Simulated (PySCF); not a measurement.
C$_{3}$H$_{10}$Si, charge -1, doublet, at the geometry of the source list (a state made from the parent by changing its charge; the spin is typed, not shown lowest), with bond 5-1 at 1.3 times its length; PBE/3-21G run with PySCF.

PySCF was given this input:
```python
from pyscf import gto, scf, dft

mol = gto.M(
    atom='''
Si    0.060900    0.224900    0.465600
C    -0.932000    1.384200   -0.671600
C     1.769600   -0.110800   -0.303000
C    -0.876900   -1.418200    0.674900
H     0.285410    1.053390    2.180690
H    -1.080300    0.948100   -1.655800
H    -1.913200    1.597100   -0.258100
H    -0.422700    2.333400   -0.808800
H     2.362300   -0.768900    0.325300
H     1.683600   -0.581300   -1.278700
H     2.331300    0.809400   -0.433100
H    -1.023800   -1.918800   -0.278300
H    -1.857000   -1.259700    1.114600
H    -0.335500   -2.101700    1.322200
''',
    basis='3-21g',
    charge=-1,
    spin=1,
    verbose=4,
)

mf = dft.UKS(mol)
mf.xc = 'pbe'
mf.level_shift = 0.5
mf.max_cycle = 100
mf.kernel()
```

It wrote (shortened):

```
PySCF version 2.14.0

[INPUT] verbose = 4
[INPUT] num. atoms = 14
[INPUT] num. electrons = 43
[INPUT] charge = -1
[INPUT] spin (= nelec alpha-beta = 2S) = 1
[INPUT] symmetry False subgroup None
[INPUT] Mole.unit = angstrom
[INPUT] Symbol           X                Y                Z      unit          X                Y                Z       unit  Magmom
[...]
nuclear repulsion = 172.086372418811
number of shells = 42
number of NR pGTOs = 102
number of NR cGTOs = 60
basis = 3-21g
ecp = {}

******** <class 'pyscf.dft.uks.UKS'> ********
method = UKS
initial guess = minao
damping factor = 0
level_shift factor = 0.5
DIIS = <class 'pyscf.scf.diis.CDIIS'>
diis_start_cycle = 1
diis_space = 8
diis_damp = 0
SCF conv_tol = 1e-09
SCF conv_tol_grad = None
SCF max_cycles = 100
direct_scf = True
direct_scf_tol = 1e-13
number electrons alpha = 22  beta = 21
XC library pyscf.dft.libxc version 7.1.2
    S. Lehtola, C. Steigemann, M. J. T. Oliveira, and M. A. L. Marques,  SoftwareX 7, 1–5 (2018)
XC functionals = pbe
    J. P. Perdew, K. Burke, and M. Ernzerhof,  Phys. Rev. Lett. 77, 3865 (1996)
    J. P. Perdew, K. Burke, and M. Ernzerhof,  Phys. Rev. Lett. 78, 1396 (1997)
    J. P. Perdew, K. Burke, and M. Ernzerhof,  Phys. Rev. Lett. 77, 3865 (1996)
    J. P. Perdew, K. Burke, and M. Ernzerhof,  Phys. Rev. Lett. 78, 1396 (1997)
radial grids:
    Treutler-Ahlrichs [JCP 102, 346 (1995); DOI:10.1063/1.469408] (M4) radial grids

becke partition: Becke, JCP 88, 2547 (1988); DOI:10.1063/1.454033
pruning grids: <function nwchem_prune>
grids dens level: 3
symmetrized grids: False
atomic radii adjust function: <function treutler_atomic_radii_adjust>
small_rho_cutoff = 0
Set gradient conv threshold to 3.16228e-05
tot grids = 159616
init E= -406.825925029502

cycle= 1 E= -407.108847576327  delta_E= -0.283  |g|= 0.268  |ddm|= 2.95
cycle= 2 E= -407.162514996758  delta_E= -0.0537  |g|= 0.0903  |ddm|= 0.681
cycle= 3 E= -407.170583484155  delta_E= -0.00807  |g|= 0.0347  |ddm|= 0.294
cycle= 4 E= -407.172797527453  delta_E= -0.00221  |g|= 0.0215  |ddm|= 0.179
cycle= 5 E= -407.17397592723  delta_E= -0.00118  |g|= 0.0162  |ddm|= 0.153
cycle= 6 E= -407.17469920479  delta_E= -0.000723  |g|= 0.0128  |ddm|= 0.124
cycle= 7 E= -407.175151304886  delta_E= -0.000452  |g|= 0.0112  |ddm|=  0.1
cycle= 8 E= -407.175469283384  delta_E= -0.000318  |g|= 0.00955  |ddm|= 0.0878
cycle= 9 E= -407.175682925683  delta_E= -0.000214  |g|= 0.00866  |ddm|= 0.0742
[...]
cycle= 72 E= -407.176656522662  delta_E= -2.74e-06  |g|= 0.00214  |ddm|= 0.0151
cycle= 73 E= -407.176661558067  delta_E= -5.04e-06  |g|= 0.00169  |ddm|= 0.0129
cycle= 74 E= -407.17666649998  delta_E= -4.94e-06  |g|= 0.00105  |ddm|= 0.0112
cycle= 75 E= -407.176669471061  delta_E= -2.97e-06  |g|= 0.00119  |ddm|= 0.0126
cycle= 76 E= -407.17667266195  delta_E= -3.19e-06  |g|= 0.00115  |ddm|= 0.0122
cycle= 77 E= -407.176675430798  delta_E= -2.77e-06  |g|= 0.00133  |ddm|= 0.0127
cycle= 78 E= -407.176678913832  delta_E= -3.48e-06  |g|= 0.00109  |ddm|= 0.0114
cycle= 79 E= -407.176680956125  delta_E= -2.04e-06  |g|= 0.00151  |ddm|= 0.0134
cycle= 80 E= -407.176684287145  delta_E= -3.33e-06  |g|= 0.0013  |ddm|= 0.0114
cycle= 81 E= -407.17668520619  delta_E= -9.19e-07  |g|= 0.00194  |ddm|= 0.0141
cycle= 82 E= -407.176689717904  delta_E= -4.51e-06  |g|= 0.00135  |ddm|= 0.0109
cycle= 83 E= -407.176693166459  delta_E= -3.45e-06  |g|= 0.00105  |ddm|= 0.0107
cycle= 84 E= -407.176696143268  delta_E= -2.98e-06  |g|= 0.000856  |ddm|= 0.0101
cycle= 85 E= -407.176698629558  delta_E= -2.49e-06  |g|= 0.000837  |ddm|= 0.0103
cycle= 86 E= -407.176700793124  delta_E= -2.16e-06  |g|= 0.00102  |ddm|= 0.0111
cycle= 87 E= -407.176703284047  delta_E= -2.49e-06  |g|= 0.000897  |ddm|= 0.01
cycle= 88 E= -407.176705515475  delta_E= -2.23e-06  |g|= 0.000914  |ddm|= 0.0101
cycle= 89 E= -407.176707704205  delta_E= -2.19e-06  |g|= 0.000916  |ddm|= 0.0101
cycle= 90 E= -407.176709819494  delta_E= -2.12e-06  |g|= 0.00093  |ddm|= 0.0099
cycle= 91 E= -407.176711908904  delta_E= -2.09e-06  |g|= 0.00095  |ddm|= 0.0099
cycle= 92 E= -407.17671427034  delta_E= -2.36e-06  |g|= 0.000733  |ddm|= 0.00914
cycle= 93 E= -407.176716257542  delta_E= -1.99e-06  |g|= 0.000722  |ddm|= 0.00926
cycle= 94 E= -407.176718158593  delta_E= -1.9e-06  |g|= 0.00075  |ddm|= 0.00938
cycle= 95 E= -407.176719506585  delta_E= -1.35e-06  |g|= 0.0011  |ddm|= 0.0106
cycle= 96 E= -407.17672108624  delta_E= -1.58e-06  |g|= 0.00123  |ddm|= 0.0102
cycle= 97 E= -407.176722494243  delta_E= -1.41e-06  |g|= 0.00138  |ddm|= 0.0103
cycle= 98 E= -407.176725246818  delta_E= -2.75e-06  |g|= 0.000984  |ddm|= 0.00862
cycle= 99 E= -407.17672747023  delta_E= -2.22e-06  |g|= 0.000735  |ddm|= 0.00827
cycle= 100 E= -407.176728602103  delta_E= -1.13e-06  |g|= 0.0011  |ddm|= 0.0101
SCF not converged.
SCF energy = -407.176728602103 after 100 cycles  <S^2> = 0.75221746  2S+1 = 2.0022162
```

Convergence was not reached.
